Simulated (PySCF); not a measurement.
Electron correlation in Ne (neon, neutral)

[Ne], closed-shell 1S. Computed with PySCF 2.14 in x2c-TZVPPall with one added diffuse shell each of s, p, d type (6s4p3d1f, 40 functions), with the spin-free X2C one-electron Hamiltonian (Gaussian nucleus). Frozen: 1s2; 8 electrons correlated.

MP2 pair energies summed by pair of shells (mhartree):

```json
{"pair": "2p-2p", "energy": "-190.29", "share (%)": "71.9"}
{"pair": "2s-2p", "energy": "-64.80", "share (%)": "24.5"}
{"pair": "2s-2s", "energy": "-9.57", "share (%)": "3.6"}
```

Total MP2 correlation energy: -264.66 mhartree.

Same-spin part -69.18 and opposite-spin part -195.48 mhartree; SCS-MP2 scales them by 1/3 and 6/5 to -257.63 mhartree.
